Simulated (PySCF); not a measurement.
H2Te: breathing scan

These are results of PySCF, PBE0, basis Te def2-TZVP with ECP28, H def2-TZVP (scalar-relativistic core potentials, no spin–orbit coupling, density fitting), not measurements.

Rigid scan from the singlet minimum (Te–H 1.656 Å (×2); H–Te–H 90.3°). Coordinate: all bonds to the central atom scaled together. Energies in kJ/mol from the minimum.

```json
{"scale of all bonds to the centre": "0.88", "E (kJ/mol)": "89.1", "dipole size (D)": "0.47"}
{"scale of all bonds to the centre": "0.92", "E (kJ/mol)": "35.6", "dipole size (D)": "0.38"}
{"scale of all bonds to the centre": "0.96", "E (kJ/mol)": "8.0", "dipole size (D)": "0.30"}
{"scale of all bonds to the centre": "1.00", "E (kJ/mol)": "0.0", "dipole size (D)": "0.22"}
{"scale of all bonds to the centre": "1.04", "E (kJ/mol)": "6.6", "dipole size (D)": "0.14"}
{"scale of all bonds to the centre": "1.08", "E (kJ/mol)": "24.2", "dipole size (D)": "0.06"}
{"scale of all bonds to the centre": "1.14", "E (kJ/mol)": "64.8", "dipole size (D)": "0.06"}
{"scale of all bonds to the centre": "1.22", "E (kJ/mol)": "135.2", "dipole size (D)": "0.21"}
{"scale of all bonds to the centre": "1.35", "E (kJ/mol)": "265.3", "dipole size (D)": "0.42"}
```

At long bonds a restricted determinant can lie too high, and another spin state can fall below this curve.

Other isomers or separated fragments may lie lower.
